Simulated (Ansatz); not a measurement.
Reaction (redistribution): `C[O][Mg][F]` + `O[SiH2][SiH](O)Cl` → `C[O][Mg][OH]` + `O[SiH2][SiH](F)Cl`

Isolated molecules relaxed with PBE0-D4/def2-TZVP in Ansatz; ΔE leaves out vibrations. CCSD(T)/CBS adds triple-zeta CCSD(T) − MP2 to the extrapolated MP2 energy (def2 sets, frozen cores). DFT in def2-TZVPP. For Mg outer-core shells are correlated without core-valence functions, which leaves a few kJ/mol of doubt a bond. One conformer a species, not always the lowest.

| species | ωB97X-V energy (Eh) |
| --- | --- |
| `C[O][Mg][F]` | -415.13719 |
| `O[SiH2][SiH](O)Cl` | -1192.67761 |
| `C[O][Mg][OH]` | -391.09336 |
| `O[SiH2][SiH](F)Cl` | -1216.71184 |

(1) Work out ΔE.

Largest T1 diagnostic among the species: 0.012.

## Answers

(1) ΔE = (-391.09336) + (-1216.71184) − (-415.13719) − (-1192.67761) = 0.00960 Eh = +25.2 kJ/mol. CCSD(T)/CBS gives +22.2 kJ/mol.

In def2-TZVPP, CCSD(T) changes the Hartree–Fock value by +3.3 kJ/mol (the triples alone add +1.0 kJ/mol) and MP2 by +3.9 kJ/mol.
